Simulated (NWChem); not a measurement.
The numbers come from NWChem runs, not from measurements. System: C$_{2}$H$_{4}$ClFSi, charge 0, spin multiplicity 1, at a geometry optimised with B3LYP/def2-SVP. The structure started from a generated list of species. Level: MP2/6-311G** (spherical d), 13 core orbitals frozen.

NWChem printed:

```
             Northwest Computational Chemistry Package (NWChem) 7.3.0
             --------------------------------------------------------

                                NWChem Input Module
                                -------------------

 Scaling coordinates for geometry "geometry" by  1.889725989
 (inverse scale =  0.529177249)

 Turning off AUTOSYM since
 SYMMETRY directive was detected!

                             Geometry "geometry" -> ""
                             -------------------------

 Output coordinates in angstroms (scale by  1.889725989 to convert to a.u.)

  No.       Tag          Charge          X              Y              Z
 ---- ---------------- ---------- -------------- -------------- --------------
    1 F                    9.0000     2.70969300    -0.53492100     0.00000000
    2 Si                  14.0000     1.08955100    -0.73298100     0.00000000
    3 C                    6.0000     0.35294100     0.98743400     0.00000000
    4 C                    6.0000    -0.95273900     1.26645200     0.00000000
    5 Cl                  17.0000    -2.18464100     0.02430500     0.00000000
    6 H                    1.0000     0.72237500    -1.49140200     1.22377500
    7 H                    1.0000     0.72237500    -1.49140200    -1.22377500
    8 H                    1.0000     1.03234100     1.84953200     0.00000000
    9 H                    1.0000    -1.38036400     2.27279400     0.00000000

 Effective nuclear repulsion energy (a.u.)     262.6007389870

            Nuclear Dipole moment (a.u.)
            ----------------------------
        X                 Y               Z
 ---------------- ---------------- ----------------
    -0.0000132281     0.0000000000     0.0000000000

      Symmetry information
      --------------------

 Group name             Cs
 Group number              2
 Group order               2
 No. of unique centers     8

      Symmetry unique atoms

     1    2    3    4    5    6    8    9


 Summary of "ao basis" -> "" (spherical)
 ------------------------------------------------------------------------------
       Tag                 Description            Shells   Functions and Types
 ---------------- ------------------------------  ------  ---------------------
 *                          6-311g**                  on all atoms

 Summary of "ao basis" -> "ao basis" (spherical)
 ------------------------------------------------------------------------------
       Tag                 Description            Shells   Functions and Types
 ---------------- ------------------------------  ------  ---------------------
 F                          6-311g**                 8       18   4s3p1d
 Si                         6-311g**                12       26   6s5p1d
 C                          6-311g**                 8       18   4s3p1d
 Cl                         6-311g**                12       26   6s5p1d
 H                          6-311g**                 4        6   3s1p

                                 NWChem SCF Module
                                 -----------------

  ao basis        = "ao basis"
  functions       =   130
  atoms           =     9
  closed shells   =    28
  open shells     =     0
  charge          =   0.00
  wavefunction    = RHF
  use symmetry    = T
  symmetry adapt  = T

 Summary of "ao basis" -> "ao basis" (spherical)
 ------------------------------------------------------------------------------
       Tag                 Description            Shells   Functions and Types
 ---------------- ------------------------------  ------  ---------------------
 F                          6-311g**                 8       18   4s3p1d
 Si                         6-311g**                12       26   6s5p1d
 C                          6-311g**                 8       18   4s3p1d
 Cl                         6-311g**                12       26   6s5p1d
 H                          6-311g**                 4        6   3s1p

      Symmetry analysis of basis
      --------------------------

        a'         93
        a"         37

 Forming initial guess at       0.1s

      Superposition of Atomic Density Guess
      -------------------------------------
[...]
    99     -0.183069  5 Cl px                94      0.166266  5 Cl py
    87      0.161890  5 Cl px

 Vector   28  Occ=2.000000D+00  E=-3.868202D-01  Symmetry=a"
              MO Center= -6.5D-01,  7.0D-01, -6.7D-14, r^2= 2.9D+00
   Bfn.  Coefficient  Atom+Function         Bfn.  Coefficient  Atom+Function
  ----- ------------  ---------------      ----- ------------  ---------------
    98      0.327102  5 Cl pz                57     -0.276126  3 C  pz
    53     -0.250821  3 C  pz                71     -0.227188  4 C  pz
    75     -0.228095  4 C  pz               101      0.225539  5 Cl pz
    89     -0.176992  5 Cl pz

 Vector   29  Occ=0.000000D+00  E= 9.829153D-02  Symmetry=a"
              MO Center= -3.9D-02,  7.6D-01, -8.7D-15, r^2= 3.8D+00
   Bfn.  Coefficient  Atom+Function         Bfn.  Coefficient  Atom+Function
  ----- ------------  ---------------      ----- ------------  ---------------
    75     -0.697671  4 C  pz                39      0.672485  2 Si pz
   109     -0.571480  6 H  s                115      0.571480  7 H  s
    57      0.533029  3 C  pz                71     -0.238760  4 C  pz
   101      0.186127  5 Cl pz                53      0.173420  3 C  pz
    67     -0.167748  4 C  pz

 Vector   30  Occ=0.000000D+00  E= 1.257395D-01  Symmetry=a'
              MO Center=  6.8D-01, -2.4D-01,  2.7D-13, r^2= 7.7D+00
   Bfn.  Coefficient  Atom+Function         Bfn.  Coefficient  Atom+Function
  ----- ------------  ---------------      ----- ------------  ---------------
    37      1.095060  2 Si px                24     -0.836411  2 Si s
    72      0.824067  4 C  s                127     -0.714128  9 H  s
    54      0.628593  3 C  s                109      0.455395  6 H  s
   115      0.455395  7 H  s                 10     -0.347410  1 F  s
    56     -0.271849  3 C  py               121     -0.259315  8 H  s

 Vector   31  Occ=0.000000D+00  E= 1.481435D-01  Symmetry=a'
              MO Center=  1.2D+00,  9.8D-02,  1.6D-14, r^2= 7.7D+00
   Bfn.  Coefficient  Atom+Function         Bfn.  Coefficient  Atom+Function
  ----- ------------  ---------------      ----- ------------  ---------------
    38      1.467672  2 Si py                72     -0.844096  4 C  s
   109      0.797709  6 H  s                115      0.797709  7 H  s
    54     -0.691906  3 C  s                 55     -0.663261  3 C  px
    24     -0.583219  2 Si s                121      0.550583  8 H  s
    37      0.509827  2 Si px               127      0.490889  9 H  s

 center of mass
 --------------
 x =  -0.00901303 y =  -0.02790910 z =   0.00000000

 moments of inertia (a.u.)
 ------------------
         241.284405013449         233.730839890292           0.000000000000
         233.730839890292        1282.192736523991           0.000000000000
           0.000000000000           0.000000000000        1501.917281163459

  Mulliken analysis of the total density
  --------------------------------------

    Atom       Charge   Shell Charges
 -----------   ------   -------------------------------------------------------
    1 F    9     9.54   1.08  0.92  1.14  1.07  2.42  0.91  1.99  0.00
    2 Si  14    12.69   0.79  1.18  0.96  1.03  0.76  0.20  1.95  3.95  0.58  1.03  0.01  0.26
    3 C    6     6.51   1.10  0.89  0.58  0.73  1.54  0.60  1.03  0.04
    4 C    6     6.10   1.10  0.89  0.55  0.75  1.48  0.46  0.78  0.08
    5 Cl  17    17.10   0.78  1.19  0.91  1.08  0.98  1.05  7.40 -1.49  1.00  3.06  1.11  0.03
    6 H    1     1.19   0.24  0.64  0.30  0.01
    7 H    1     1.19   0.24  0.64  0.30  0.01
    8 H    1     0.84   0.26  0.49  0.07  0.03
    9 H    1     0.82   0.26  0.50  0.04  0.03

       Multipole analysis of the density wrt the origin
       ------------------------------------------------

     L   x y z        total         open         nuclear
     -   - - -        -----         ----         -------
     0   0 0 0     -0.000000      0.000000     56.000000

     1   1 0 0     -0.355989      0.000000     -0.000013
     1   0 1 0      0.531197      0.000000      0.000000
     1   0 0 1      0.000000      0.000000      0.000000

     2   2 0 0    -39.337618      0.000000    621.526743
     2   1 1 0     -0.034152      0.000000   -120.201241
     2   1 0 1      0.000000      0.000000      0.000000
     2   0 2 0    -29.071133      0.000000    137.898231
     2   0 1 1     -0.000000      0.000000      0.000000
     2   0 0 2    -33.787669      0.000000     10.696232

                   NWChem MP2 Semi-direct Energy/Gradient Module
                   ---------------------------------------------

  Basis functions       =    130
  Molecular orbitals    =    130
  Frozen core           =     13
  Frozen virtuals       =      0
  Active alpha occupied =     15
  Active beta occupied  =     15
  Active alpha virtual  =    102
  Active beta virtual   =    102
  Use MO symmetry       = T
  Use skeleton AO sym   = T

  AO/Fock/Back tols     =   1.0D-09  1.0D-09  1.0D-09

 GA uses MA = F    GA memory limited = T

 Available:
  local mem=  1.15D+08
 global mem=  1.31D+08
 local disk=  0.00D+00
  mp2_memr nvloc                   102
  nvloc new                   102
   1 passes of  15:        3145728                      73491                  38841080.
   1 passes of  15: M    114681962           G      131038200           F     111536234.

 Semi-direct pass number   1 of   1  for RHF alpha+beta  at        8.0s
  vrange nnbf                  7461
  mp2_eaftype                   148  avail_ma_in_mb                   999
 EAF : mp2_eaftype filesize         148   19420540.
  mp2_eaf for mointskh                    148
Node 0 wrote     91.3 Mb in      0.1 s     Agg I/O rate:  1699.3 Mb/s
 Done moints_semi at       19.9s
  mp2_eaftype                   148  avail_ma_in_mb                   851
 EAF : mp2_eaftype filesize         148   19420540.
  mp2_eaf for kh                   148
 Done maket at       20.8s
 Done multipass loop at       20.8s

          -------------------------------------------
          SCF energy                -926.030742791675
          Correlation energy          -0.719775554820
          Singlet pairs               -0.451864934893
          Triplet pairs               -0.267910619927
          Total MP2 energy          -926.750518346495
          -------------------------------------------

          ---------------------------------------------------
                    Spin Component Scaled (SCS) MP2
          Same spin pairs                     -0.178607079951
          Same spin scaling factor             0.333333333333
          Opposite spin pairs                 -0.541168474869
          Opposite spin scaling fact.          1.200000000000
          SCS-MP2 correlation energy          -0.708937863159
          Total SCS-MP2 energy              -926.739680654835
          ---------------------------------------------------

 -----------------------
 Performance information
 -----------------------

 Timer overhead =  1.54D-07 seconds/call

               Nr. of calls         CPU time (s)                 Wall time (s)                GFlops
             ---------------    -------------------     ------------------------------   -------------------
Name         Min   Avg   Max    Min     Avg     Max     Min     Avg     Max   Mx/calls   Min     Max     Sum
mp2: moin     1     1     1    12.     12.     12.      12.     12.     12.     12.      0.0     0.0     0.0
mp2: make     1     1     1   0.89    0.89    0.89     0.89    0.89    0.89    0.89      0.0     0.0     0.0
mp2: tota     1     1     1    13.     13.     13.      13.     13.     13.     13.      0.0     0.0     0.0

 The average no. of pstat calls per process was 3.00D+00
 with a timing overhead of 4.61D-07s

 Task  times  cpu:       20.8s     wall:       20.8s

 Total times  cpu:       20.8s     wall:       20.8s
```

Q: Write an NWChem input that would produce this output.

A: Several could match; the one computed here: 
```
start mol
memory heap 200 mb stack 800 mb global 1000 mb
geometry units angstroms nocenter noautoz
  F      2.709693    -0.534921     0.000000
  Si     1.089551    -0.732981     0.000000
  C      0.352941     0.987434     0.000000
  C     -0.952739     1.266452     0.000000
  Cl    -2.184641     0.024305     0.000000
  H      0.722375    -1.491402     1.223775
  H      0.722375    -1.491402    -1.223775
  H      1.032341     1.849532     0.000000
  H     -1.380364     2.272794     0.000000
  symmetry group Cs
end
basis spherical
  * library 6-311g**
end
scf
  rhf
  nopen 0
  maxiter 100
  thresh 1e-7
  semidirect memsize 60000000 filesize 0
end
mp2
  freeze core 13
end
task mp2 energy
```
